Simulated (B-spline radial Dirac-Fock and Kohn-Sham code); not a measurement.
# Dipole and non-dipole photoemission parameters of Rh⁺ 3p1/2

System: the Rh⁺ ion, [Kr] 4d8; threshold 527.8 eV (orbital energy of the model). The computed values come from a B-spline atomic structure program: Dirac-Hartree-Slater photoionisation with a Latter tail; cross sections with all multipoles, angular parameters from the dipole term and its interference with E2.

For linearly polarised light dσ/dΩ = σ/(4π) [1 + β P₂(cos θ) + (δ + γ cos²θ) sin θ cos φ], with θ from the polarisation vector and φ the angle between the beam and the projection of the electron momentum on the plane normal to the polarisation.

```
hν (eV)  σ (kb)      β      γ      δ
    596     160  0.622  0.028  0.129
    600     159  0.652  0.055  0.128
    663     147  0.981  0.271  0.083
    800     123  1.310  0.249  0.030
    849     115  1.371  0.207  0.021
    883     110  1.405  0.178  0.017
    915     105  1.432  0.152  0.014
    944     101  1.454  0.130  0.012
    984    95.4  1.479  0.102  0.009
   1180    73.0  1.555  0.012  0.003
   1220    69.2  1.565  0.002  0.002
   1850    33.0  1.611  0.018  0.002
   2280    21.7  1.599  0.111  0.005
   2320    20.9  1.597  0.121  0.005
   3420    8.85  1.537  0.393  0.014
   4000       ?      ?      ?      ?
   5520    2.72  1.416  0.835  0.037
   6000    2.19  1.391  0.918  0.042
 9251.7   0.668  1.242  1.361  0.084
```

Problem. Give the values at 4000 eV.

Solution. σ = 6.09 kb, β = 1.503, γ = 0.529, δ = 0.019.
